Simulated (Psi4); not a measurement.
## BPH3F3 (SMILES [BH3-][P+](F)(F)F): methods side by side

BPH3F3 has 8 atoms, charge 0, and is taken as a singlet. SMILES: `[BH3-][P+](F)(F)F`. Geometry: optimised at PBE0/def2-TZVP.

Quantity: the dipole moment, in D. The values are calculated.

| level | kind | program | value (D) |
| --- | --- | --- | --- |
| PBE-D4/def2-TZVPP (density fitting) | GGA | Psi4 | 1.64 |
| r2SCAN-D4/def2-TZVPP (density fitting) | meta-GGA | Psi4 | 1.66 |
| B3LYP-D4/def2-TZVPP (density fitting) | global hybrid | Psi4 | 1.62 |
| PBE0-D4/def2-TZVPP (density fitting) | global hybrid | Psi4 | 1.62 |
| wB97M-V/def2-TZVPP (density fitting) | range-separated hybrid | Psi4 | 1.72 |

The values span 1.62 to 1.72 D. Magnitudes only.
